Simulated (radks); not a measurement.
Problem. Species: V I. Configuration: [Ar] 3d3 4s2 (the NIST ground configuration). Method: scalar-relativistic Kohn-Sham, PBEsol, spin-polarised, spherical densities, finite nucleus; open shells are filled with parallel spins first; Fermi nuclear charge, rms radius 3.6002 fm; computed with a radial shooting solver on a logarithmic mesh with Libxc functionals. Some entries of the table are withheld. Estimate them.

| orbital | occ. | eigenvalue (eV) | r(max) (bohr) |
|---|---|---|---|
| 1s down | 1 | -5357.878 | 0.04353 |
| 1s up | 1 | -5357.870 | 0.04353 |
| 2s up | 1 | -601.8455 | 0.2559 |
| 2s down | 1 | -600.8504 | 0.2557 |
| 2p up | 3 | -502.6395 | 0.2082 |
| 2p down | 3 | -501.8740 | 0.2080 |
| 3s up | 1 | -70.9528 | 0.8198 |
| 3s down | 1 | -68.1851 | 0.8200 |
| 3p up | 3 | (1) | 0.8452 |
| 3p down | 3 | (2) | 0.8456 |
| 3d up | 3 | -6.0386 | (3) |
| 4s up | 1 | (4) | 2.702 |
| 4s down | 1 | (5) | 2.875 |
| 3d down | 0 | -3.6255 | (6) |
| 4p up | 0 | -1.5531 | 3.540 |
| 4p down | 0 | -1.2717 | 3.819 |

Solution. 
(1) 3p up eigenvalue (eV): -44.8678
(2) 3p down eigenvalue (eV): -42.1291
(3) 3d up r(max) (bohr): 0.8905
(4) 4s up eigenvalue (eV): -5.0059
(5) 4s down eigenvalue (eV): -4.2816
(6) 3d down r(max) (bohr): 0.8994
